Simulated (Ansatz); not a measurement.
TeOF2. Total charge 0; triplet. Geometry PBE0-D4/def2-TZVP, that of the neutral singlet; atoms count from 1.

```
atom    x (Å)    y (Å)    z (Å)
 Te1  -0.4359  -0.2724  -0.4231
  O2   0.9764   0.3098  -1.2826
  F3   0.3233  -1.2198   1.0146
  F4  -0.8638   1.1824   0.6911
```

In the def2 sets Te takes a core potential; there is no spin–orbit coupling. At PBE0-D4/def2-TZVP a singlet of charge 0 lies 4.22 eV below the triplet at the same geometry.

Estimate the Mulliken populations from the PBE0/def2-TZVP orbitals of Ansatz.


| atom | charge (e) | spin (α − β) |
| --- | --- | --- |
| Te1 | 1.02 | 0.99 |
| O2 | -0.31 | 0.83 |
| F3 | -0.35 | 0.09 |
| F4 | -0.35 | 0.09 |
Mulliken values depend strongly on the basis.

Where does the spin sit?

Summed by element: Te 0.99, O 0.83, F 0.19, of 2 unpaired in all. Largest on single atoms: Te1 0.99, O2 0.83, F4 0.09.

And the Mayer bond orders between heavy atoms (over 0.3)?

Te1–O2 1.34 (1.75 Å); Te1–F3 0.85 (1.88 Å); Te1–F4 0.85 (1.88 Å).
